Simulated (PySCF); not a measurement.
C2H6N2Si2, SMILES C1=NC=N[SiH2][SiH2]1.

The structure is a stationary point at r2SCAN-D4/def2-SVP. The structure was generated by enumeration, and PubChem lists no compound with its InChIKey, so it may never have been made.

All values below come from PySCF with r2SCAN-D4/def2-SVP.

Frequencies are harmonic and unscaled.

Computed normal modes with their intensities:
```json
[
 {"mode": "1", "ν (cm⁻¹)": "103", "IR (km/mol)": "0.3", "Raman (Å⁴/amu)": "3.0", "depolarisation": "0.56", "moving atoms (share of kinetic energy)": "H 30 %, N 28 %, Si 26 %, C 16 %"},
 {"mode": "2", "ν (cm⁻¹)": "220", "IR (km/mol)": "5.8", "Raman (Å⁴/amu)": "5.5", "depolarisation": "0.75", "moving atoms (share of kinetic energy)": "H 38 %, Si 34 %, N 18 %, C 10 %"},
 {"mode": "3", "ν (cm⁻¹)": "238", "IR (km/mol)": "8.7", "Raman (Å⁴/amu)": "4.3", "depolarisation": "0.46", "moving atoms (share of kinetic energy)": "N 46 %, H 22 %, C 20 %, Si 11 %"},
 {"mode": "4", "ν (cm⁻¹)": "353", "IR (km/mol)": "9.9", "Raman (Å⁴/amu)": "4.6", "depolarisation": "0.73", "moving atoms (share of kinetic energy)": "N 35 %, C 29 %, H 19 %, Si 17 %"},
 {"mode": "5", "ν (cm⁻¹)": "356", "IR (km/mol)": "8.7", "Raman (Å⁴/amu)": "11.6", "depolarisation": "0.49", "moving atoms (share of kinetic energy)": "H 64 %, Si 18 %, C 14 %"},
 {"mode": "6", "ν (cm⁻¹)": "422", "IR (km/mol)": "5.4", "Raman (Å⁴/amu)": "2.8", "depolarisation": "0.17", "moving atoms (share of kinetic energy)": "H 44 %, N 28 %, C 17 %, Si 12 %"},
 {"mode": "7", "ν (cm⁻¹)": "447", "IR (km/mol)": "9.3", "Raman (Å⁴/amu)": "19.6", "depolarisation": "0.21", "moving atoms (share of kinetic energy)": "Si 73 %, H 22 %"},
 {"mode": "8", "ν (cm⁻¹)": "548", "IR (km/mol)": "4.4", "Raman (Å⁴/amu)": "3.0", "depolarisation": "0.73", "moving atoms (share of kinetic energy)": "H 53 %, Si 24 %, N 14 %, C 10 %"},
 {"mode": "9", "ν (cm⁻¹)": "597", "IR (km/mol)": "11.3", "Raman (Å⁴/amu)": "7.1", "depolarisation": "0.55", "moving atoms (share of kinetic energy)": "H 52 %, Si 20 %, C 17 %, N 11 %"},
 {"mode": "10", "ν (cm⁻¹)": "634", "IR (km/mol)": "20.8", "Raman (Å⁴/amu)": "9.3", "depolarisation": "0.38", "moving atoms (share of kinetic energy)": "H 74 %, C 15 %"},
 {"mode": "11", "ν (cm⁻¹)": "676", "IR (km/mol)": "28.5", "Raman (Å⁴/amu)": "7.7", "depolarisation": "0.36", "moving atoms (share of kinetic energy)": "N 52 %, Si 26 %, H 16 %"},
 {"mode": "12", "ν (cm⁻¹)": "708", "IR (km/mol)": "11.0", "Raman (Å⁴/amu)": "7.4", "depolarisation": "0.63", "moving atoms (share of kinetic energy)": "H 53 %, N 22 %, C 17 %, Si 9 %"},
 {"mode": "13", "ν (cm⁻¹)": "738", "IR (km/mol)": "68.3", "Raman (Å⁴/amu)": "13.0", "depolarisation": "0.62", "moving atoms (share of kinetic energy)": "H 66 %, N 15 %, C 14 %"},
 {"mode": "14", "ν (cm⁻¹)": "765", "IR (km/mol)": "52.2", "Raman (Å⁴/amu)": "6.0", "depolarisation": "0.43", "moving atoms (share of kinetic energy)": "H 52 %, C 22 %, N 17 %, Si 9 %"},
 {"mode": "15", "ν (cm⁻¹)": "798", "IR (km/mol)": "40.9", "Raman (Å⁴/amu)": "9.0", "depolarisation": "0.44", "moving atoms (share of kinetic energy)": "H 71 %, Si 16 %"},
 {"mode": "16", "ν (cm⁻¹)": "881", "IR (km/mol)": "36.0", "Raman (Å⁴/amu)": "1.1", "depolarisation": "0.57", "moving atoms (share of kinetic energy)": "H 60 %, C 22 %, N 18 %"},
 {"mode": "17", "ν (cm⁻¹)": "903", "IR (km/mol)": "96.3", "Raman (Å⁴/amu)": "21.0", "depolarisation": "0.75", "moving atoms (share of kinetic energy)": "H 94 %"},
 {"mode": "18", "ν (cm⁻¹)": "922", "IR (km/mol)": "77.6", "Raman (Å⁴/amu)": "18.0", "depolarisation": "0.64", "moving atoms (share of kinetic energy)": "H 95 %"},
 {"mode": "19", "ν (cm⁻¹)": "982", "IR (km/mol)": "33.9", "Raman (Å⁴/amu)": "1.9", "depolarisation": "0.74", "moving atoms (share of kinetic energy)": "H 51 %, C 41 %, N 8 %"},
 {"mode": "20", "ν (cm⁻¹)": "1033", "IR (km/mol)": "56.3", "Raman (Å⁴/amu)": "2.2", "depolarisation": "0.74", "moving atoms (share of kinetic energy)": "C 62 %, H 27 %, N 11 %"},
 {"mode": "21", "ν (cm⁻¹)": "1342", "IR (km/mol)": "21.0", "Raman (Å⁴/amu)": "4.2", "depolarisation": "0.41", "moving atoms (share of kinetic energy)": "H 80 %, C 12 %"},
 {"mode": "22", "ν (cm⁻¹)": "1392", "IR (km/mol)": "3.4", "Raman (Å⁴/amu)": "10.1", "depolarisation": "0.73", "moving atoms (share of kinetic energy)": "H 85 %, N 9 %"},
 {"mode": "23", "ν (cm⁻¹)": "1628", "IR (km/mol)": "91.6", "Raman (Å⁴/amu)": "48.2", "depolarisation": "0.21", "moving atoms (share of kinetic energy)": "C 51 %, N 48 %"},
 {"mode": "24", "ν (cm⁻¹)": "1683", "IR (km/mol)": "153.9", "Raman (Å⁴/amu)": "6.6", "depolarisation": "0.51", "moving atoms (share of kinetic energy)": "C 49 %, N 48 %"},
 {"mode": "25", "ν (cm⁻¹)": "2203", "IR (km/mol)": "64.7", "Raman (Å⁴/amu)": "234.9", "depolarisation": "0.27", "moving atoms (share of kinetic energy)": "H 97 %"},
 {"mode": "26", "ν (cm⁻¹)": "2207", "IR (km/mol)": "79.0", "Raman (Å⁴/amu)": "121.0", "depolarisation": "0.24", "moving atoms (share of kinetic energy)": "H 97 %"},
 {"mode": "27", "ν (cm⁻¹)": "2232", "IR (km/mol)": "99.4", "Raman (Å⁴/amu)": "169.9", "depolarisation": "0.38", "moving atoms (share of kinetic energy)": "H 96 %"},
 {"mode": "28", "ν (cm⁻¹)": "2240", "IR (km/mol)": "85.9", "Raman (Å⁴/amu)": "237.8", "depolarisation": "0.25", "moving atoms (share of kinetic energy)": "H 97 %"},
 {"mode": "29", "ν (cm⁻¹)": "3048", "IR (km/mol)": "26.1", "Raman (Å⁴/amu)": "216.5", "depolarisation": "0.42", "moving atoms (share of kinetic energy)": "H 92 %"},
 {"mode": "30", "ν (cm⁻¹)": "3065", "IR (km/mol)": "58.7", "Raman (Å⁴/amu)": "275.3", "depolarisation": "0.28", "moving atoms (share of kinetic energy)": "H 92 %"}
]
```
